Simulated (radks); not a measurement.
Q: O I, 8 electrons, occupied as [He] 2s2 2p4. All-electron calculation, scalar-relativistic Kohn-Sham, LDA (Slater exchange, VWN5 correlation), spin-polarised, spherical densities, finite nucleus; open shells are filled with parallel spins first; Fermi nuclear charge, rms radius 2.6991 fm. Program: a radial shooting solver on a logarithmic mesh with Libxc functionals. Some entries of the table are withheld. Estimate them.

orbital  occ.  eigenvalue (eV)  <1/r> (bohr^-1)  <r> (bohr)
1s up       1        -511.1070            7.587      0.2009
1s down     1        -509.6579            7.600      0.2004
2s up       1              (1)            1.290       1.136
2s down     1              (2)            1.255       1.168
2p up       3         -10.3639            1.130       1.228
2p down     1          -7.4041            1.066       1.336

A: 
(1) 2s up eigenvalue (eV): -24.9606
(2) 2s down eigenvalue (eV): -21.8583
